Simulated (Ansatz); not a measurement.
`C[N](C)[AlH][SH]` + H–F → `C[N](C)[AlH][F]` + H₂S  (ligand exchange at the Al–S bond)

Gas-phase electronic energies from Ansatz, PBE0-D4/def2-TZVP geometries. CCSD(T)/CBS is the MP2 limit (def2-TZVPP, def2-QZVPP) plus CCSD(T) − MP2 in def2-TZVPP, frozen cores. This one scheme is used for every species. Functionals use def2-TZVPP. HSE06 is defined as in plane-wave codes. One conformer a species, not always the lowest.

```csv
level,ΔE (kJ/mol)
PBE-D4,-66.8
HSE06-D4,-65.2
r2SCAN0,-75.3
CCSD/def2-SVP,-89.0
CCSD/def2-TZVPP,-78.7
MP2/def2-QZVPP,-72.1
HF/CBS(def2),-93.9
MP2/CBS(def2),-70.3
```

Task: What does CCSD(T)/CBS give? (Estimate.)

Result: Ansatz gave: -72.9 kJ/mol. The listed levels differ from it by 6.1, 7.7, -2.4, -16.1, -5.8, 0.8, -21.0, 2.6 kJ/mol.

Largest T1 diagnostic among the species: 0.012.

At CCSD(T), def2-SVP lies −13.6 kJ/mol from the extrapolated value and def2-TZVPP −2.1 kJ/mol. The D4 term adds +7.7 kJ/mol with B3LYP and +4.4 kJ/mol with PBE0; it sums over pairs of atoms, weighted by their polarisabilities, and B3LYP, whose exchange is more repulsive, gets the larger term.

B3LYP here is the variant with VWN-RPA as its local correlation; programs differ in this.
